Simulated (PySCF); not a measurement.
Molecular orbitals of CsH⁺

PBE at R = 3.762 Å; Cs def2-TZVP with ECP46, H def2-TZVP; scalar-relativistic core potentials (PySCF 2.14). State: ²Σ⁺ (doublet), unpaired electrons σ ↑. Only the outer orbitals are listed, counted within each symmetry, core potentials removing the inner ones.

| spin | orbital | occ. | ε (eV) | on Cs (%) | main shells (%) |
| --- | --- | --- | --- | --- | --- |
| α | 1σ | 1 | -32.22 | 100 | 100 Cs s |
| α | 2σ | 1 | -18.71 | 100 | 100 Cs p |
| α | 1π | 1 | -18.71 | 100 | 100 Cs p |
| α | 1π | 1 | -18.71 | 100 | 100 Cs p |
| α | 3σ | 1 | -11.47 | 3 | 97 H s |
| α | 4σ | 0 | -5.50 | 100 | 100 Cs s |
| α | 2π | 0 | -4.24 | 100 | 99 Cs d |
| α | 2π | 0 | -4.24 | 100 | 99 Cs d |
| β | 1σ | 1 | -32.22 | 100 | 100 Cs s |
| β | 1π | 1 | -18.71 | 100 | 100 Cs p |
| β | 1π | 1 | -18.71 | 100 | 100 Cs p |
| β | 2σ | 1 | -18.70 | 100 | 100 Cs p |
| β | 3σ | 0 | -5.53 | 101 | 100 Cs s |
| β | 4σ | 0 | -4.19 | 101 | 100 Cs d |
| β | 2π | 0 | -4.15 | 100 | 100 Cs d |

Question: Which are the highest filled and the lowest empty level, where do they sit, and how wide is the gap?

Answer: Highest filled α 3σ at -11.47 eV (in %: 97 H s); lowest empty β 3σ at -5.53 eV (in %: 100 Cs s); the gap at PBE is 5.94 eV.

```
bond order (Mayer)                                                                                                : 0.06
⟨S²⟩                                                                                                              : 0.750
charge on Cs (Mulliken, basis-dependent)                                                                          : 0.97
charge on Cs (Löwdin, basis-dependent)                                                                            : 0.93
dipole moment (positive dipole points towards H; it is taken about the centre of mass and depends on that origin) : 0.07 D
polarisability along the bond                                                                                     : 21.0 bohr³
polarisability across the bond                                                                                    : 16.9 bohr³
```

Shares are Mulliken populations and can fall outside 0 to 100 %.

Spin–orbit coupling is left out. The state is the lowest determinant that a PBE0 search found; another state may lie lower at other levels.
